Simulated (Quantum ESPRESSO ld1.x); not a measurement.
Trend from Cu3+ to Au3+: ionisation energy by Delta-SCF between NIST ground configurations, and size. Calculated with ld1.x of Quantum ESPRESSO 7.5: Dirac Kohn-Sham, PW91, spin-unpolarised, spherical densities, point nucleus; open shells are shared between the two j in proportion to 2j + 1.

species,configuration,configuration of the ion,IE (eV),NIST (eV),kind,-e(HOMO) (eV),outermost,<r> outermost (bohr)
Cu3+,[Ar] 3d8,[Ar] 3d7,59.835,57.38,semi-emp.,48.897 (3d5/2),3d5/2,0.858
Ag3+,[Kr] 4d8,[Kr] 4d7,51.795,49,theory,43.547 (4d5/2),4d5/2,1.25
Au3+,[Xe] 4f14 5d8,[Xe] 4f14 5d7,47.777,45,theory,39.951 (5d5/2),5d5/2,1.45

Reference values: NIST Atomic Spectra Database (exp. = measured, semi-emp. = semi-empirical, theory = theoretical value adopted there). Spin polarisation and multiplet splitting are left out, so open shells lie too high by an amount that depends on their filling. Sharing an open shell by 2j + 1 raises it above the true ground level by a part of the spin-orbit splitting, which enters the differences from NIST.

Beside tabulated values, note that spin-unpolarised runs miss the spin-polarisation part of the exchange energy of open shells.
